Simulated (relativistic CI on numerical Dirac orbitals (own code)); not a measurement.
## Tc6+ (4d) in a crystal field

Calculated by Dirac-Coulomb-Breit CI, orbitals from a KLI potential per configuration, QED by a radiative potential, valence Slater integrals scaled by 0.8, one configuration in a parametric crystal field (own radial code).

Field parameters in Wybourne normalisation: Oh B⁴₀ = 21Dq, B⁴₄ = √(5/14) B⁴₀. The field is a parameter set, without covalency.

S is read from ⟨S²⟩ = S(S + 1).

Levels (cm⁻¹, degeneracy): 0 (4), 2128 (2), 16325 (4).

Q: Which field gives this pattern?
A. Oh, 10Dq = 42600 cm⁻¹
B. Oh, 10Dq = 8500 cm⁻¹
C. Oh, 10Dq = 35800 cm⁻¹
D. Oh, 10Dq = 15350 cm⁻¹

A: D. Oh, 10Dq = 15350 cm⁻¹, ground level with S = 0.50.
